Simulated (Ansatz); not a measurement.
Relaxation of ClFGeH2O (6 atoms, charge 0, multiplicity 1), to a largest force component of 0.03 eV/Å in at most 50 steps.

All numbers below come from RHF/def2-SVP (Ansatz 0.2.0).

```xyz
6
Properties=species:S:1:pos:R:3
Ge 0.072 -0.002 -0.988
F 1.321 0.019 1.603
H 1.994 0.011 0.993
O -1.026 1.332 -0.721
H -1.919 1.162 -0.449
Cl -1.337 -1.675 -0.614
```

**Question.** Where does it end, and by what steps?

**Answer.** The run converged. After 33 steps the energy has fallen by 0.220 eV; H3 moved furthest, 1.04 Å.

| step | energy less start (eV) | largest force component (eV/Å) | accepted |
| --- | --- | --- | --- |
| 0 | 0.0000 | 0.428 | yes |
| 2 | -0.0062 | 2.748 | yes |
| 4 | 0.0225 | 1.806 | no |
| 6 | -0.0910 | 0.204 | yes |
| 8 | -0.0938 | 0.767 | no |
| 10 | -0.1000 | 0.178 | yes |
| 12 | -0.0792 | 1.374 | no |
| 14 | -0.1091 | 0.391 | yes |
| 16 | -0.1176 | 0.213 | yes |
| 18 | -0.1188 | 1.291 | no |
| 20 | -0.1387 | 0.328 | yes |
| 22 | -0.1475 | 1.466 | no |
| 24 | -0.1698 | 0.406 | yes |
| 26 | -0.1861 | 1.194 | yes |
| 28 | -0.2100 | 0.202 | yes |
| 30 | -0.2190 | 0.071 | yes |
| 32 | -0.2195 | 0.045 | yes |
| 33 | -0.2196 | 0.027 | yes |

```xyz
6
Properties=species:S:1:pos:R:3
Ge 0.023 0.167 -1.392
F 1.503 0.294 0.948
H 1.105 -0.463 1.256
O -1.138 1.330 -0.795
H -1.731 1.105 -0.092
Cl -0.657 -1.587 -0.102
```

Run time: 55 s on 1 thread of Intel(R) Xeon(R) Platinum 8488C (Sapphire Rapids), with other jobs on the host, peak memory 0.19 GiB.
